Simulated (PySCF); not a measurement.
H₅Si, SMILES [SiH5-], charge -1.

Geometry optimised at PBE0-D3(BJ)/def2-TZVPD.

All values below come from PBE/def2-TZVPD run with PySCF.

Isolated molecule, no solvent. A positive occupied level means that this level leaves the electron formally unbound; only the finite basis holds it.

total energy: -292.28560 hartree
point group: D3h
highest occupied level: 1.14 eV
lowest empty level: 3.90 eV
orbital gap: 2.76 eV
dipole moment about the centre of nuclear charge: 0.00 D
mean static polarisability: 60.1 bohr³ (8.90 Å³)
polarisability, principal values: 54.2, 54.2, 71.9 bohr³
